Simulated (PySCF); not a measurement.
Diatomics of Tl with the chalcogens

r²SCAN with triple-zeta basis sets in PySCF, for the lowest determinant that a PBE0 search found; no spin–orbit coupling. De refers to high-spin ground-configuration atoms. A positive dipole means M(−)Tl(+).

```csv
M,basis,state (unpaired electrons),Re (Å),ωe (cm⁻¹),De (eV),μ (D)
O,x2c-TZVPPall,doublet (π ↑),2.174,461,3.42,3.43
S,x2c-TZVPPall,doublet (π ↑),2.574,271,3.18,3.44
Se,def2-TZVPP,doublet (π ↑),2.713,174,2.96,3.57
```

The shortest bond is that of TlO (2.174 Å), the longest that of TlSe (2.713 Å).

The rows differ in basis set, which adds steps of its own.

Relativity is treated differently too: O spin-free X2C; S spin-free X2C; Se scalar-relativistic core potentials.

Down a group bonds as a rule get longer and wavenumbers fall, partly through the reduced mass; this series shows no clear exception.

These are scalar-relativistic numbers at best; spin–orbit coupling would shift them, the dissociation energy most. States were picked by a PBE0 search and need not be the measured ground states.
